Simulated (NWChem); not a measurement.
System: TiN$_{2}$H$_{4}$F$_{2}$; SMILES [NH2][Ti]([NH2])([F])[F]

The following NWChem deck was run.

```
start job
memory heap 200 mb stack 900 mb global 1100 mb
geometry units angstroms noautosym nocenter noautoz
  Ti     0.064711    -0.054758    -0.050797
  F      1.244935     1.014004     0.694071
  F      0.893979    -1.339700    -0.917995
  N     -1.013822    -0.810180     1.286982
  H     -0.644383    -1.383047     2.042327
  H     -2.020252    -0.716079     1.371262
  N     -1.071093     0.897271    -1.191723
  H     -1.248386     1.896575    -1.123656
  H     -1.454144     0.531814    -2.060247
end
basis spherical
  * library def2-tzvp
end
dft
  xc pbe0
  iterations 150
  semidirect filesize 400000000
end
property
  efieldgrad
end
task dft property
```

Coordinates come from a B3LYP/6-31G* (spherical d) optimisation. No frequency run checked for a minimum.

Vzz is the largest principal value of the second derivative of the potential at the nucleus (NWChem prints the opposite sign); η is the asymmetry. Non-relativistic.

Atoms are numbered as in the input.

Give the results of this calculation. (PBE0/def2-TZVP.) Quantities: Vzz Ti1 (a.u.); η Ti1; Vzz N4 (a.u.); η N4; Vzz N7 (a.u.); η N7.


| Property | Value |
|---|---|
| Vzz Ti1 (a.u.) | -0.270 |
| η Ti1 | 0.05 |
| Vzz N4 (a.u.) | -0.589 |
| η N4 | 0.81 |
| Vzz N7 (a.u.) | -0.533 |
| η N7 | 0.96 |
